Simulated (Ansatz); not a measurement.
Consider the cleavage of the Si–B bond: `B[SiH2]B` + `N[SiH3]` → `B[SiH2]N[SiH3]` + BH₃.

Isolated molecules relaxed with PBE0-D4/def2-TZVP in Ansatz; ΔE leaves out vibrations. CCSD(T)/CBS is the MP2 limit (def2-TZVPP, def2-QZVPP) plus CCSD(T) − MP2 in def2-TZVPP, frozen cores. This one scheme is used for every species. Functionals use def2-TZVPP. Each species was taken in one conformer, which may not be the lowest.

(1) Is it downhill or uphill in electronic energy at CCSD(T)/CBS, and by how much? (Estimate.)

(2) What do these levels give: BLYP-D4, revPBE, BLYP, r2SCANh, r2SCAN0, HF/def2-TZVPP? (An estimate is asked.)

Largest T1 diagnostic among the species: 0.015.

Answers

(1) Computed: Downhill: ΔE = -62.2 kJ/mol.

(2) Ansatz gave: BLYP-D4 -55.4, revPBE -34.4, BLYP -47.5, r2SCANh -52.2, r2SCAN0 -55.5, HF/def2-TZVPP -78.9 kJ/mol.

From BLYP to BHLYP (50 % exact exchange), in def2-TZVPP and without D4, ΔE moves by −18.9 kJ/mol. At CCSD(T), def2-SVP lies +4.0 kJ/mol from the extrapolated value and def2-TZVPP +0.1 kJ/mol.
